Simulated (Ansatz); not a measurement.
Z-matrix (Å, degrees):
```
Si
C 1 1.873
N 1 1.721 2 109.5
H 1 1.484 2 111.5 3 117.1
H 1 1.495 2 106.8 3 -124.8
Si 2 1.855 1 115.7 3 172.3
H 2 1.098 1 108.2 3 52.9
H 2 1.094 1 109.0 3 -63.3
H 3 1.007 1 120.7 2 -62.3
H 3 1.007 1 119.0 2 154.9
Cl 6 2.063 2 110.0 1 53.8
H 6 1.484 2 112.0 1 172.5
H 6 1.483 2 111.1 1 -64.8
```

Charge 0, multiplicity 1.

(1) List the r2SCAN/def2-TZVPP orbital energies in eV (Ansatz). (Estimate.)

Results:

(1) Computed: Occupied: -2753.11, -1791.81, -1791.05, -384.84, -272.85, -254.51, -193.04, -192.91, -192.91, -142.17, -141.44, -97.10, -97.00, -96.99, -96.31, -96.30, -96.29, -22.26, -21.30, -18.47, -13.57, -13.10, -12.56, -11.09, -10.55, -9.68, -9.34, -9.04, -8.45, -8.36, -7.69, -7.61, -6.36. Lowest empty: -0.08, 0.22, 0.47, 1.34, 1.54, 1.57, 1.70, 2.17.
